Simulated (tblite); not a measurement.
Start geometry of `C=C(C)/C=C(\[CH+]C)F` from a force field or distance geometry (Å):
```
atom  x, y, z in Å
C1    -2.487    1.511    0.529
C2    -1.489    0.665    0.276
C3    -1.711   -0.819    0.426
C4    -0.191    1.204   -0.130
C5     0.994    0.631   -0.395
F6     1.977    1.489   -0.770
C7     1.391   -0.744   -0.371
C8     2.786   -1.123   -0.741
H9    -3.473    1.156    0.832
H10   -2.388    2.590    0.446
H11   -2.767   -1.045    0.666
H12   -1.114   -1.236    1.232
H13   -1.505   -1.334   -0.505
H14   -0.180    2.283   -0.229
H15    0.740   -1.509    0.022
H16    2.831   -2.205   -0.914
H17    3.479   -0.880    0.064
H18    3.099   -0.627   -1.661
```

Problem. What comes out of this run: tblite, GFN2-xTB geometry optimisation, gas phase?

Solution. 
```
atom  x, y, z in Å
C1    -2.4950    1.5063    0.4779
C2    -1.4671    0.6356    0.2701
C3    -1.6530   -0.8237    0.5282
C4    -0.2521    1.1983   -0.1950
C5     0.9856    0.6249   -0.4825
F6     1.8945    1.5058   -0.9268
C7     1.4155   -0.6832   -0.3737
C8     2.7589   -1.1143   -0.7096
H9    -3.4541    1.1646    0.8335
H10   -2.3987    2.5661    0.3023
H11   -2.6759   -1.0242    0.8340
H12   -0.9954   -1.1604    1.3281
H13   -1.4514   -1.4045   -0.3704
H14   -0.2680    2.2714   -0.3667
H15    0.7220   -1.4284   -0.0156
H16    2.7116   -1.9181   -1.4530
H17    3.2170   -1.6009    0.1595
H18    3.3968   -0.3089   -1.0653
```

The energy falls by 25.4 kJ/mol over 111 L-BFGS steps, the largest force on an atom goes from 3.22 to 0.010 eV/Å, and the atoms move by 0.312 Å rms after alignment. Among the bonds, C4=C5 and C5–C7 change most and about equally (-0.050 to +0.051 Å). Bonds longer at the end by more than 0.005 Å: 3 of 17; shorter: 8. Among the angles that change most is H16–C8–H17, from 108.1° to 103.3°. Among the dihedrals that turn most is C5–C7–C8–H17, from 76° to 123°. Rotational constants go from 3847, 1167, 906.1 to 3823, 1189, 917.5 MHz. The orientation of the end geometry is arbitrary; only internal coordinates are fixed.

Time: 1.1 s wall. Hardware: one thread, Arm Neoverse N1 (aarch64), no GPU (shared host).

Its GFN2-xTB frequencies are all real (lowest 44 cm⁻¹). 2 starts were optimised and ended at 0.00 and 0.06 kcal/mol (GFN2-xTB); the lowest of these is shown.

One conformer stands for the species.

All values are computed, not measured.
